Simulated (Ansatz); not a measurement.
Z-matrix (Å, degrees):
```
C
Si 1 1.852
H 1 1.093 2 110.7
H 1 1.092 2 111.0 3 -120.6
H 1 1.092 2 110.4 3 119.2
O 2 1.647 1 106.7 3 -63.5
N 2 1.734 1 111.2 3 59.1
H 2 1.489 1 112.5 3 176.1
H 6 0.961 2 113.7 1 168.8
Si 7 1.709 2 122.1 1 168.3
H 7 1.010 2 117.1 1 -36.8
O 10 1.659 7 106.7 2 40.4
H 10 1.486 7 108.4 2 161.1
H 10 1.487 7 113.1 2 -76.9
H 12 0.958 10 116.9 7 -148.7
```

The species carries charge 0 and has multiplicity 1.

Question: List the PBE/def2-TZVPP orbital energies in eV (Ansatz). (Estimate.)

Answer: Computed: Occupied: -1780.13, -1779.76, -510.45, -509.81, -379.93, -268.41, -137.76, -137.38, -94.52, -94.49, -94.46, -94.15, -94.12, -94.09, -25.19, -24.59, -20.90, -17.20, -14.01, -13.22, -12.01, -11.82, -10.30, -10.03, -9.59, -9.23, -8.85, -8.64, -8.31, -7.81, -7.33, -6.91, -6.38. Lowest empty: -0.43, -0.03, 0.54, 0.72, 1.19, 1.29, 1.59, 1.80.
